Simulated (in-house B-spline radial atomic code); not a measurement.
Configurations of Mn, with energies counted from [Ar] 3d5 4s2. Level of theory: non-relativistic r2SCAN0, spin-polarised, spherical fractional occupations, exact exchange averaged over the configuration, point nucleus; calculated with a radial B-spline atomic code at the basis-set limit. Shells without spins written out take the highest spin.

Occupations are held fixed; configurations that lie above the ionisation limit could autoionise.

| configuration | E - E(ref) (eV) | highest orbital | its <r> (bohr) |
| --- | --- | --- | --- |
| [Ar] 3d5 4s1 4d1 | 5.2564 | 4d up | 9.775 |
| [Ar] 3d5 4s1 4f1 | 5.9709 | 4f up | 17.58 |
| [Ar] 3d5 4s1 5f1 | 6.2759 | 5f up | 30.23 |
| [Ar] 3d4 4s2 4f1 | 14.282 | 4f up | 17.55 |
| [Ne] 3s2 3p5 3d5 4s2 4p1 | 51.769 | 4p up | 3.592 |
| [Ne] 3s2 3p5 3d5 4s2 4d1 | 55.887 | 4d up | 9.01 |

(1) Order these further configurations by energy, lowest first.
A. [Ar] 3d4 4s2 5p1
B. [Ar] 3d5 4s1 5s1
C. [Ar] 3d5 4s1 4p1
D. [Ne] 3s2 3p5 3d6 4s2
E. [Ne] 3s2 3p5 3d5 4s2 5d1

(2) How far above the reference does [Ar] 3d4 4s2 4p1 lie?

Results:

(1) C (1.853 eV), B (4.3387 eV), A (13.25 eV), D (48.421 eV), E (56.576 eV).

(2) 9.4445 eV; its least bound orbital is 4p up with <r> = 3.638 bohr.
